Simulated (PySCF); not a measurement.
A calculated (PBE0, PySCF 2.14, x2c-TZVPPall with one added diffuse shell each of s, p, d, f type, the spin-free X2C one-electron Hamiltonian (Gaussian nucleus)) atom or ion has these occupied shells.

```csv
shell,electrons,orbital energy (eV),"rms radius, mean of both spins (bohr)"
1s β,1,-67330.8,0.0211
1s α,1,-67330.8,0.0211
2s α,1,-11627.5,0.0854
2s β,1,-11627.4,0.0854
2p α,3,-10225.2,0.0775
2p β,3,-10225.1,0.0775
3s α,1,-2702.2,0.219
3s β,1,-2702.2,0.219
3p α,3,-2281.2,0.220
3p β,3,-2281.2,0.220
3d α,5,-1773.9,0.201
3d β,5,-1773.8,0.201
4s α,1,-581.65,0.488
4s β,1,-581.54,0.488
4p α,3,-442.14,0.519
4p β,3,-442.03,0.519
4d α,5,-258.93,0.563
4d β,5,-258.78,0.563
5s α,1,-105.12,1.17
5s β,1,-103.95,1.17
5p α,3,-70.471,1.36
5p β,3,-68.783,1.36
4f α,7,-57.345,0.713
4f β,7,-57.109,0.713
5d α,2,-31.631,1.98
```

(1) Name the element and its charge.

Answers

(1) Ta³⁺ (tantalum, charge +3), in [Xe] 4f14 5d2, high-spin 3F determinant.
